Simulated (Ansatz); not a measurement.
Coupled-cluster diagnostics for Ag2Sn, Ansatz.

Geometry of the singlet (B3LYP-D4/def2-TZVP):

```xyz
3

Ag   -0.992   -1.273   -0.638
Ag    0.859    1.287   -0.786
Sn    0.134   -0.014    1.424
```

In the def2 sets Ag, Sn take a core potential; there is no spin–orbit coupling. Correlated methods freeze 4 core orbitals; core or outer-core shells of Ag, Sn are correlated, in sets that lack core-valence functions. No other spin state of charge 0 was run. The structure comes from a short search, and lower isomers may exist.

Q: Estimate the CCSD(T) correlation energy, the shares of MP2 and (T), T1 and the reference's ⟨S²⟩ for: charge 0, singlet, own geometry in def2-TZVPP; and the rough time on 4 threads of Arm Neoverse V2 on a shared host.

A: 
```json
{"state": "charge 0, singlet, own geometry", "basis": "def2-TZVPP", "correlation (eV)": "-44.847", "MP2 share (%)": "101.9", "(T) share (%)": "3.4", "T1": "0.023", "⟨S²⟩ (pure)": "0.00 (0.00)", "wall time": "81 s", "remarks": "restricted SCF unstable"}
```
Customary marks for T1 are 0.02 (closed shells), 0.045 (open shells) and about 0.05 (3d metals). T1 exceeds 0.02 in 1 of 1 rows and 0.045 in 0; the higher it lies, the less the single-reference result can be trusted.
